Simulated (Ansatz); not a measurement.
`C=C(N)CBr`, relaxed with RKS PBE-D4/def2-SVP in Ansatz from a rough embedded geometry. The force threshold is 0.03 eV/Å; the program also tests the step.

Charge 0, multiplicity 1.

Start:

```xyz
11

C    -0.913   -0.974   -0.668
C    -0.130   -0.015   -0.240
N     0.658    0.632   -1.139
C    -0.107    0.523    1.215
Br    1.630    0.086    1.957
H    -1.557   -1.548    0.098
H    -0.955   -1.325   -1.654
H     0.864    0.171   -1.971
H     1.579    1.009   -0.707
H    -0.255    1.528    1.279
H    -0.814   -0.087    1.829
```

```csv
step,energy (eV),largest force (eV/Å),largest move (Å)
1,-74715.8339,5.132,0.000
2,-74716.4377,1.247,0.120
3,-74716.5066,0.329,0.118
4 (rejected),-74716.4944,0.357,0.187
5,-74716.5255,0.111,0.089
6,-74716.5263,0.043,0.008
7,-74716.5266,0.022,0.010
```

End:

```xyz
11

C    -0.971   -1.020   -0.634
C    -0.105   -0.046   -0.248
N     0.734    0.665   -1.097
C    -0.093    0.427    1.173
Br    1.716    0.260    1.997
H    -1.649   -1.484    0.093
H    -1.044   -1.344   -1.684
H     0.898    0.230   -2.007
H     1.611    0.963   -0.656
H    -0.322    1.507    1.253
H    -0.775   -0.158    1.811
```

It took 9 s on 4 threads of an Arm Neoverse V2 on a shared host, with 0.17 GiB of host memory at the peak.
